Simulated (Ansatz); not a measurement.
`N#[C][GeH]([F])[Cl]` + `NB(F)F` → `[NH2][GeH]([F])[Cl]` + `N#CB(F)F` at 400 K and 1 bar (redistribution).

Gas-phase electronic energies from Ansatz, PBE0-D4/def2-TZVP geometries. CCSD(T)/CBS is the MP2 limit (def2-TZVPP, def2-QZVPP) plus CCSD(T) − MP2 in def2-TZVPP, frozen cores. For Ge outer-core shells are correlated without core-valence functions, which leaves a few kJ/mol of doubt a bond. Scalar relativity is left out up to krypton. Each species was taken in one conformer, which may not be the lowest.

| species | CCSD(T)/CBS energy (Eh) | H − E (kJ/mol) | S (J/(mol·K)) |
| --- | --- | --- | --- |
| `N#[C][GeH]([F])[Cl]` | -2729.09452 | 81.7 | 370.4 |
| `NB(F)F` | -280.46129 | 117.6 | 292.4 |
| `[NH2][GeH]([F])[Cl]` | -2692.28962 | 127.3 | 358.9 |
| `N#CB(F)F` | -317.24121 | 69.6 | 310.6 |

H − E and S are ideal-gas, rigid-rotor, harmonic terms from PBE0-D4/def2-TZVP, for one conformer and one mirror image of each species. 1 Eh = 2625.50 kJ/mol, R = 8.31446 J/(mol·K).

Question: By hand: ΔE, ΔH, ΔS and ΔG.

Answer: ΔE = (-2692.28962) + (-317.24121) − (-2729.09452) − (-280.46129) = 0.02498 Eh = 65.6 kJ/mol. Δ(H − E) = 127.3 + 69.6 − 81.7 − 117.6 = -2.4, so ΔH = 63.2 kJ/mol. ΔS = 358.9 + 310.6 − 370.4 − 292.4 = 6.7 J/(mol·K). ΔG = 63.2 − 400 × (6.7)/1000 = 60.5 kJ/mol.

Question: By hand: the equilibrium constant, and the temperature at which ΔG would vanish if ΔH and ΔS stayed fixed.

Answer: log₁₀ K = −ΔG/(RT ln 10) = -7.9. ΔG = 0 at ΔH/ΔS = 9433 K, far beyond where these terms or the molecules hold.

The number of gas molecules stays the same, so ΔS is small and ΔH decides. A doubt of 5 kJ/mol in ΔE shifts log₁₀ K by 0.7 here. Other conformers and mirror images would add mixing entropy, several J/(mol·K) or more a flexible species. These are equilibria of isolated gas molecules and say nothing of rates. Largest T1 diagnostic: 0.014 (customary marks: 0.02 for closed shells, 0.045 for open ones).
